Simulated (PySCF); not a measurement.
Argon: a sound run and one with changed settings

Sound run: Ar⁺ [Ne] 3s2 3p5, Ar²⁺ [Ne] 3s2 3p4. Calculation: PySCF 2.14, in cc-pV(T+d)Z (5s4p3d1f, 39 functions); the non-relativistic Hamiltonian (point nucleus). In the sound run the correlated levels freeze [Ne]. The sound run starts from symmetry-adapted Hartree-Fock orbitals and uses a fine grid where one is needed.

Changed run: a valence shell is frozen. This setting is unsound on purpose.

```json
{"species": "Ar⁺", "method": "MP2", "sound run (hartree)": "-526.44384", "changed run (hartree)": "-526.38260", "converged": "yes"}
{"species": "Ar⁺", "method": "CCSD(T)", "sound run (hartree)": "-526.47435", "changed run (hartree)": "-526.39720", "converged": "yes"}
{"species": "Ar²⁺", "method": "MP2", "sound run (hartree)": "-525.43900", "changed run (hartree)": "-525.37008", "converged": "yes"}
{"species": "Ar²⁺", "method": "CCSD(T)", "sound run (hartree)": "-525.46962", "changed run (hartree)": "-525.38284", "converged": "yes"}
```

Ionisation energy of Ar⁺:

```json
{"method": "UHF", "sound run (eV)": "26.375", "changed run (eV)": "26.375"}
{"method": "MP2", "sound run (eV)": "27.343", "changed run (eV)": "27.552"}
{"method": "SCS-MP2", "sound run (eV)": "27.338", "changed run (eV)": "27.625"}
{"method": "CCSD", "sound run (eV)": "27.308", "changed run (eV)": "27.555"}
{"method": "CCSD(T)", "sound run (eV)": "27.340", "changed run (eV)": "27.602"}
```

Freezing a valence shell removes pair correlation that changes on ionisation.

For comparison, NIST gives 27.630 eV between the lowest levels.
